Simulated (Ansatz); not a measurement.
Ansatz (a first-principles code) input:

Ansatz 0.2 input:
```yaml
crystal:
  periodic: [false, false, false]
  atoms:
    - {symbol: Co, position_ang: [0.00000000, 0.00000000, 0.00000000]}
    - {symbol: I, position_ang: [-0.00000000, -0.00000000, -2.43103595]}
    - {symbol: I, position_ang: [0.00000000, 0.00000000, 2.43103595]}
basis:
  gaussian:
    orbitals: def2-TZVPD
hamiltonian:
  xc: {name: BLYP}
magnetization: {spin_polarized: true, initial_magnetization: 3}
output: {forces: true}
```

Task: Predict the final energy.

Result: -1978.27883 Eh (BLYP/def2-TZVPD). The basis has 166 functions.

The spin state was set by rule; other spins were not relaxed.
